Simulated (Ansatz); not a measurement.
`NB(Br)O[SiH3]` + NH₃ → `NB(N)O[SiH3]` + HBr  (ligand exchange at a B–Br bond)

Gas-phase electronic energies from Ansatz, PBE0-D4/def2-TZVP geometries. CCSD(T)/CBS adds triple-zeta CCSD(T) − MP2 to the extrapolated MP2 energy (def2 sets, frozen cores). This one scheme is used for every species. Functionals use def2-TZVPP. For Br outer-core shells are correlated without core-valence functions, which leaves a few kJ/mol of doubt a bond. Scalar relativity is left out up to krypton. Each species was taken in one conformer, which may not be the lowest.

`NB(Br)O[SiH3]`:

Z-matrix (Å, degrees):
```
Si
O 1 1.655
H 1 1.482 2 105.8
H 1 1.483 2 110.5 3 118.9
H 1 1.483 2 110.5 3 -119.0
B 2 1.352 1 133.2 3 180.0
Br 6 1.958 2 119.8 1 -0.1
N 6 1.391 2 122.0 1 179.9
H 8 1.003 6 123.1 2 180.0
H 8 1.006 6 121.5 2 -0.0
```

NH₃:

```xyz
4

N    -0.189    0.108   -0.178
H     0.753    0.182   -0.541
H    -0.201    0.583    0.716
H    -0.362   -0.873    0.003
```

`NB(N)O[SiH3]`:

Cartesian coordinates in Å:
```
N 1.035 1.170 0.140
B 0.616 -0.147 0.454
N 1.420 -1.038 1.202
O -0.615 -0.619 0.029
Si -1.780 -0.111 -0.992
H 0.441 1.828 -0.329
H 1.906 1.560 0.447
H 1.113 -1.972 1.398
H 2.319 -0.808 1.579
H -1.759 1.373 -1.147
H -3.098 -0.515 -0.445
H -1.598 -0.721 -2.335
```

HBr:

Cartesian coordinates in Å:
```
Br -0.631 0.324 -0.040
H 0.631 -0.324 0.040
```

```tsv
level	ΔE (eV)
PBE-D4	0.08
revPBE-D4	0.08
B97M-V	0.03
r2SCANh-D4	0.04
ωB97X-V	0.03
MP2/def2-TZVPP	0.11
SCS-MP2/def2-TZVPP	0.07
MP2/def2-QZVPP	0.12
```

**Question.** What does CCSD(T)/CBS give? (An estimate is asked.)

**Answer.** Ansatz gave: +0.07 eV. The listed levels differ from it by 0.01, 0.01, -0.04, -0.03, -0.04, 0.04, 0.00, 0.05 eV.

Largest T1 diagnostic among the species: 0.011.

In def2-TZVPP, CCSD(T) changes the Hartree–Fock value by +0.11 eV (the triples alone add +0.03 eV) and MP2 by +0.17 eV. From BLYP to BHLYP (50 % exact exchange), in def2-TZVPP and without D4, ΔE moves by −0.05 eV. At CCSD(T), def2-SVP lies −0.08 eV from the extrapolated value and def2-TZVPP −0.02 eV.
